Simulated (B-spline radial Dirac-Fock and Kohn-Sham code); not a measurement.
**Ionisation energies of neodymium ions, computed and tabulated**

Level of theory: multi-electron Dirac-Fock with separately optimised hole states, Breit and Lamb-shift corrections added in first order; a radial B-spline solver. Each value is the difference of the configuration-average energies of two neighbouring ions in their tabulated ground configurations. Correlation energy is missing from these numbers. NIST's values refer to the lowest levels; many for high charge states are themselves semi-empirical or theoretical. Where a p, d or f shell is open in either ion the computed value averages over both j values and all terms, while the table refers to the lowest levels; that difference holds spin-orbit splitting (largest in heavy or highly charged ions), term energies where several electrons share open shells, and correlation, and it can reach 10 % or more.

| ion | configuration | computed (eV) | NIST (eV) | kind | NIST − computed (eV) |
| --- | --- | --- | --- | --- | --- |
| Nd⁴⁸⁺ | [Ne] 3s2 | 4198.7 | 4198 ± 4 | theoretical | -0.66 |
| Nd⁴⁹⁺ | [Ne] 3s1 | 4301.2 | 4302 ± 4 | theoretical | +0.78 |
| Nd⁵⁰⁺ | [He] 2s2 2p6 | 9921.0 | 9742 ± 4 | theoretical | -179.00 |
| Nd⁵¹⁺ | [He] 2s2 2p5 | 10192.8 | 10002 ± 4 | theoretical | -190.79 |
| Nd⁵²⁺ | [He] 2s2 2p4 | 10467.7 | 10288 ± 4 | theoretical | -179.73 |
| Nd⁵³⁺ | [He] 2s2 2p3 | 10745.8 | 10555 ± 5 | theoretical | -190.81 |
| Nd⁵⁴⁺ | [He] 2s2 2p2 | 11027.0 | 11384 ± 5 | theoretical | +356.95 |
| Nd⁵⁵⁺ | [He] 2s2 2p1 | 11311.4 | 11694 ± 5 | theoretical | +382.57 |
| Nd⁵⁶⁺ | [He] 2s2 | 12081.5 | 12082 ± 5 | theoretical | +0.52 |
| Nd⁵⁷⁺ | [He] 2s1 | 12341.4 | 12341.66 ± 0.07 | theoretical | +0.29 |
| Nd⁵⁸⁺ | 1s2 | 50336.5 | 50339.59 ± 0.06 | theoretical | +3.13 |
| Nd⁵⁹⁺ | 1s1 | 51515.8 | 51515.78 ± 0.04 | theoretical | -0.03 |

Question: Where in this range is the largest relative jump, and why?

Answer: From Nd⁵⁷⁺ (12341.4 eV) to Nd⁵⁸⁺ (50336.5 eV), a factor of 4.08. The configuration goes from [He] 2s1 to 1s2, so the next electron comes out of a deeper subshell.
